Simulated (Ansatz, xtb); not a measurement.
Two isomers of CH6FNSi3

We compare I, `N#C[Si@@H](F)[SiH2][SiH3]`, a singlet, with II, `N#C[SiH2][Si@@H](F)[SiH3]`, a singlet. Both are isolated molecules in the gas phase, relaxed with B3LYP-D3(BJ)/def2-SVP; each stands in its lowest conformer found.

Question: Estimate E(II) − E(I) at the level CCSD(T)/def2-SVP + ΔMP2/def2-TZVPP.

Answer: Calculated at CCSD(T)/def2-SVP + ΔMP2/def2-TZVPP: E(II) − E(I) = +2.9 kcal/mol, so structure I lies lower.

Level by level:

```json
{"level": "GFN2-xTB", "geometry": "GFN2-xTB", "E(II) − E(I) (kcal/mol)": "−2.2", "departure from the last row (kcal/mol)": "−5.1", "job, with rough time for the two": "optimisation, 0.28 s"}
{"level": "HF/STO-3G", "geometry": "GFN2-xTB", "E(II) − E(I) (kcal/mol)": "+2.0", "departure from the last row (kcal/mol)": "−0.9", "job, with rough time for the two": "single point, 0.4 s"}
{"level": "r2SCAN-D4/def2-SVP", "geometry": "GFN2-xTB", "E(II) − E(I) (kcal/mol)": "+4.1", "departure from the last row (kcal/mol)": "+1.2", "job, with rough time for the two": "single point, 3.4 s"}
{"level": "B3LYP-D3(BJ)/def2-SVP", "geometry": "B3LYP-D3(BJ)/def2-SVP", "E(II) − E(I) (kcal/mol)": "+3.0", "departure from the last row (kcal/mol)": "+0.1", "job, with rough time for the two": "optimisation, 1.8 min"}
{"level": "HF/def2-SVP", "geometry": "B3LYP-D3(BJ)/def2-SVP", "E(II) − E(I) (kcal/mol)": "+2.9", "departure from the last row (kcal/mol)": "0.0", "job, with rough time for the two": "part of the CCSD(T) run"}
{"level": "MP2/def2-SVP", "geometry": "B3LYP-D3(BJ)/def2-SVP", "E(II) − E(I) (kcal/mol)": "+4.1", "departure from the last row (kcal/mol)": "+1.2", "job, with rough time for the two": "part of the CCSD(T) run"}
{"level": "CCSD(T)/def2-SVP", "geometry": "B3LYP-D3(BJ)/def2-SVP", "E(II) − E(I) (kcal/mol)": "+3.8", "departure from the last row (kcal/mol)": "+0.9", "job, with rough time for the two": "single point"}
{"level": "CCSD(T)/def2-SVP + ΔMP2/def2-TZVPP", "geometry": "B3LYP-D3(BJ)/def2-SVP", "E(II) − E(I) (kcal/mol)": "+2.9", "departure from the last row (kcal/mol)": "", "job, with rough time for the two": "single point, 45 s"}
```

As drawn, both hold the same kinds of bond in the same numbers.

GFN2-xTB puts the two in the other order. The largest departure from CCSD(T)/def2-SVP + ΔMP2/def2-TZVPP is that of GFN2-xTB, 5.1 kcal/mol. The last row adds to CCSD(T) the change of the MP2 difference between the two basis sets, here −0.9 kcal/mol.

With thermal terms from frequencies at re-optimised GFN2-xTB minima (ideal gas, soft modes damped towards free rotors, one conformer each, 298.15 K, 1 atm): the zero-point term adds −0.1 kcal/mol; ΔH is +2.9 and ΔG +2.8 kcal/mol.

The correlated steps freeze 18 core orbitals. Codes used: Ansatz 0.2.0, xtb 6.7.1; the last row on 2 threads of Intel(R) Xeon(R) 6975P-C (Granite Rapids) on a shared host.
